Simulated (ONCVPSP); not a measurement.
Pt (Z = 78): one change to an ONCV potential, before and after

ONCVPSP 4.0.1 input, shortened (lines: element, Z, core and valence counts, functional; n l f; lmax; l rc ep ncon nbas qcut; lloc lpopt rc5 dvloc0; l nproj debl; icmod fcfact rcfact), PBE, scalar-relativistic:

```
  Pt 78.00    9    6        4      upf
    1    0    2.00
    2    0    2.00
    2    1    6.00
    3    0    2.00
    3    1    6.00
    3    2   10.00
    4    0    2.00
    4    1    6.00
    4    2   10.00
    4    3   14.00
    5    0    2.00
    5    1    6.00
    5    2    9.00
    6    0    0.50
    6    1    0.50
    3
    0    1.45    0.00    4    8    9.20
    1    1.80    0.00    3    8    9.30
    2    1.75    0.00    5   10    9.70
    3    0.60    0.00    5    9   26.70
    4    3    0.60    0.00
    0    2    1.10
    1    3    3.30
    2    1    3.20
    3    2    1.40
    3    2.50    1.30
```

In the f channel the program set the typed energies aside and used -2.615, 0.250 Ha.

Change: functional PBEsol. In the f channel the program set the typed energies aside and used -2.617, 0.250 Ha.

Cutoffs: the cutoffs (Ha) at which the residual kinetic energy of the hardest occupied pseudo-wave falls to 1 and 0.1 mHa per electron; they do not see the model core or the augmentation charge, which bear on the density cutoff. Errors are all-electron minus pseudo energies relative to the spin-unpolarised reference configuration.

Problem. Predict the effect on cutoff, ghosts and configuration errors.

Solution. The potential gets neither clearly harder nor softer (350 Ha and 837 Ha → 350 Ha and 838 Ha); both files keep a bound ghost (s); the errors of the 3 common tests hardly move; the range in which the p phases agree widens (upper end 3.5 → at the end of the scan).

```csv
quantity,base,changed
"cutoff, loose",350 Ha,350 Ha
"cutoff, tight",837 Ha,838 Ha
loose cutoff by channel,"s 30 Ha, p 19 Ha, d 19 Ha, f 350 Ha","s 30 Ha, p 19 Ha, d 19 Ha, f 350 Ha"
bound ghosts,s,s
GHOST(+) flags under 300 eV,"d at 67.0 eV, p at 95.8 eV","d at 67.2 eV, p at 97.2 eV"
tests with a reliable result,3 of 4,3 of 4
"error for 4f14 5s2 5p6 5d9 6s1 6p0, meV [ΔE -2.46 → -2.51 eV]",+0.7,+0.7
"error for 4f14 5s2 5p6 5d9 6s0 6p0, meV [ΔE 6.73 → 6.72 eV]",-2.9,-2.9
"error for 4f14 5s2 5p6 5d9 6s0 6p1, meV [ΔE 2.59 → 2.62 eV]",-0.9,-0.8
s: phases at 1.48 bohr within 0.05 rad from the reference energy up to (Ha; the scan ends near 5),to the end of the scan,to the end of the scan
p: phases at 1.83 bohr within 0.05 rad from the reference energy up to (Ha; the scan ends near 5),3.5,to the end of the scan
d: phases at 1.78 bohr within 0.05 rad from the reference energy up to (Ha; the scan ends near 5),1.6,1.6
f: phases at 0.61 bohr within 0.05 rad from the reference energy up to (Ha; the scan ends near 5),to the end of the scan,to the end of the scan
"rms error of d²Exc/dni dnj with the model core, mHa",3.01,3.08
```

 A true bound ghost makes a file unfit for plane-wave use even where its test errors are small: the radial tests pick states by their node count and pass the ghost by.
